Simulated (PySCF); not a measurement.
## Nuclear quadrupole coupling in 1-indanone

Species: 1-indanone, C9H8O.
Atom-mapped SMILES: `[O:1]=[C:2]1[CH2:3][CH2:4][c:5]2[cH:6][cH:7][cH:8][cH:9][c:10]21` (hydrogens: H11, H12 on C3; H13, H14 on C4; H15 on C6; H16 on C7; H17 on C8; H18 on C9)

Structure used (PBE0-D3(BJ)/def2-SVP), in Å, numbered top down from 1:
```
atom  x, y, z in Å
O1    -1.3212    2.4076   -1.2897
C2    -1.2040    1.2986   -0.8292
C3    -2.3304    0.2883   -0.6180
C4    -1.6870   -0.9697   -0.0180
C5    -0.2209   -0.6352    0.0968
C6     0.8233   -1.4233    0.5806
C7     2.1135   -0.8948    0.5902
C8     2.3718    0.4032    0.1256
C9     1.3342    1.1918   -0.3579
C10    0.0465    0.6552   -0.3642
H11   -2.8258    0.1074   -1.5845
H12   -3.0913    0.7429    0.0353
H13   -1.8347   -1.8583   -0.6527
H14   -2.1060   -1.2243    0.9689
H15    0.6394   -2.4369    0.9462
H16    2.9406   -1.5023    0.9665
H17    3.3933    0.7898    0.1462
H18    1.4979    2.2067   -0.7281
```

Field gradients from the PBE0/pcSseg-1 density (PySCF, non-relativistic), principal values in atomic units, ordered |Vxx| ≤ |Vyy| ≤ |Vzz|:

```
atom     Vxx     Vyy      Vzz
  O1  0.5611  1.2962  -1.8574
```

Find the asymmetry η = (Vxx − Vyy)/Vzz and the couplings χ = eQV/h (234.96 MHz × Q in barn × V in au), with Q(17O) = −0.0256 b.

```csv
atom,environment,nucleus,η,χzz (MHz),χxx (MHz),χyy (MHz)
O1,ketone oxygen,17O,0.40,11.17,-3.38,-7.80
```

What is Vzz at O1 in SI units (1 au = 9.71736 × 10²¹ V/m²)?

-1.8574 au = -18.049 × 10²¹ V/m².

And the gradient at the other heavy atoms, for which no coupling is worked out here?

```json
{"atom": "C2", "environment": "ketone carbonyl carbon", "Vzz (au)": "0.517", "η": "0.10"}
{"atom": "C3", "environment": "sp3 carbon next to a carbonyl", "Vzz (au)": "0.056", "η": "0.59"}
{"atom": "C4", "environment": "benzylic-type carbon", "Vzz (au)": "0.067", "η": "0.83"}
{"atom": "C5", "environment": "substituted aromatic carbon", "Vzz (au)": "0.371", "η": "0.31"}
{"atom": "C6", "environment": "aromatic CH carbon", "Vzz (au)": "0.280", "η": "0.17"}
{"atom": "C7", "environment": "aromatic CH carbon", "Vzz (au)": "0.355", "η": "0.13"}
{"atom": "C8", "environment": "aromatic CH carbon", "Vzz (au)": "0.304", "η": "0.14"}
{"atom": "C9", "environment": "aromatic CH carbon", "Vzz (au)": "0.369", "η": "0.06"}
{"atom": "C10", "environment": "substituted aromatic carbon", "Vzz (au)": "0.281", "η": "0.24"}
```

What couplings would deuterons (Q(2H) = 0.00286 b) have in place of the hydrogens, at this geometry?

| atom | bonded to | bond length (Å) | Vzz (au) | η | χzz (kHz) |
| --- | --- | --- | --- | --- | --- |
| H11 | C3 | 1.101 | 0.2895 | 0.02 | 195 |
| H12 | C3 | 1.101 | 0.2893 | 0.02 | 194 |
| H13 | C4 | 1.102 | 0.2868 | 0.02 | 193 |
| H14 | C4 | 1.102 | 0.2868 | 0.02 | 193 |
| H15 | C6 | 1.093 | 0.3027 | 0.07 | 203 |
| H16 | C7 | 1.093 | 0.3019 | 0.06 | 203 |
| H17 | C8 | 1.092 | 0.3036 | 0.07 | 204 |
| H18 | C9 | 1.093 | 0.2998 | 0.04 | 201 |

Geometry: PBE0-D3(BJ)/def2-SVP; no solvent, vibrations or thermal averaging. The basis is small and wasn't made for field gradients, so the couplings can be 20 % off.
